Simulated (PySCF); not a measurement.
Hg: excitation energy

Hg [Xe] 4f14 5d10 6s2 (1S) → Hg [Xe] 4f14 5d9 6s2 6p1 (high-spin determinant), as a difference of total energies. All numbers are calculated (PySCF 2.14, scalar relativity through the core potential, in def2-TZVPPD with the def2 core potential (60 electrons) (6s6p3d2f1g, 62 functions)). Correlated levels: valence: 5s2 5p6 frozen. The calculations carry no spin-orbit coupling.

```csv
method,excitation energy (cm⁻¹)
UHF,70492
MP2 (valence),83347
SCS-MP2 (valence),82477
CCSD (valence),80135
CCSD(T) (valence),80662
```

The determinant of the upper state mixes LS terms, which raises its energy above the lowest term, most at the Hartree-Fock and MP2 levels.
